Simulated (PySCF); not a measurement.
CHCl₂NO₂Si, SMILES O=C=N[Si](O)(Cl)Cl. Atoms are numbered in the order given.

```xyz
8

O      3.3834    -1.0756    -0.4638
C      2.2495    -0.8100    -0.4680
N      1.0773    -0.5466    -0.5031
Si    -0.5099    -0.0415    -0.1573
O     -1.6026    -0.7726    -1.1298
Cl    -0.5759     1.9883    -0.3776
Cl    -0.9874    -0.5387     1.7515
H     -1.5704    -0.5898    -2.0751
```

Coordinates come from a ωB97X-D3(BJ)/def2-SVP optimisation. The structure was generated by enumeration, and PubChem lists no compound with its InChIKey, so it may never have been made. Other conformers were not sampled.

Level of theory: B3LYP/pcSseg-1 run with PySCF.

GIAO shieldings, no solvent; atoms listed in one row are averaged. δ = σ(ref) − σ: ¹⁷O against H2O (σ = 333.8 ppm); ¹³C against TMS (σ = 181.3 ppm); ¹⁵N against NH3 (σ = 265.5 ppm); ²⁹Si against TMS (σ = 338.7 ppm); ³⁵Cl against HCl (σ = 933.3 ppm); ¹H against TMS (σ = 31.68 ppm), references at their B3LYP-D3(BJ)/def2-TZVP geometries, non-relativistic (without spin–orbit terms, shifts of atoms bonded to Cl or Br come out too high).

| nucleus | atoms | count | δ (ppm) |
|---|---|---|---|
| ¹⁷O | O1 | 1 | 154.6 |
| ¹⁷O | O5 | 1 | 89.0 |
| ¹³C | C2 | 1 | 125.5 |
| ¹⁵N | N3 | 1 | 62.7 |
| ²⁹Si | Si4 | 1 | -51.0 |
| ³⁵Cl | Cl6 | 1 | 120.1 |
| ³⁵Cl | Cl7 | 1 | 98.7 |
| ¹H | H8 | 1 | 2.82 |
